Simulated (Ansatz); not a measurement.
Reaction (formal exchange of groups at the Si–O bond): `O[SiH]([SiH3])Cl` + `BC(=C)SC` → `B[SiH]([SiH3])Cl` + `C=C(O)SC`

Calculated with Ansatz (gas phase, PBE0-D4/def2-TZVP geometries, no zero-point term in ΔE). CCSD(T)/CBS is the MP2 limit (def2-TZVPP, def2-QZVPP) plus CCSD(T) − MP2 in def2-TZVPP, frozen cores. Functionals use def2-TZVPP. B3LYP here is the variant with VWN-RPA as its local correlation; programs differ in this. One conformer a species, not always the lowest.

| level | ΔE (kcal/mol) | difference from CCSD(T)/CBS |
| --- | --- | --- |
| PBE-D4 | 41.3 | -6.2 |
| PBE0-D4 | 43.0 | -4.5 |
| B3LYP-D4 | 46.0 | -1.5 |
| ωB97M-V | 46.3 | -1.2 |
| PBE | 41.1 | -6.4 |
| r2SCAN | 44.7 | -2.8 |
| MP2/def2-TZVPP | 49.6 | 2.1 |
| SCS-MP2/def2-TZVPP | 48.9 | 1.4 |
| MP2/def2-QZVPP | 50.2 | 2.7 |
| HF/CBS(def2) | 49.1 | 1.6 |
| CCSD(T)/CBS | 47.5 | 0 |

Largest T1 diagnostic among the species: 0.012.

From PBE to PBE0 (25 % exact exchange), in def2-TZVPP and without D4, ΔE moves by +1.7 kcal/mol.
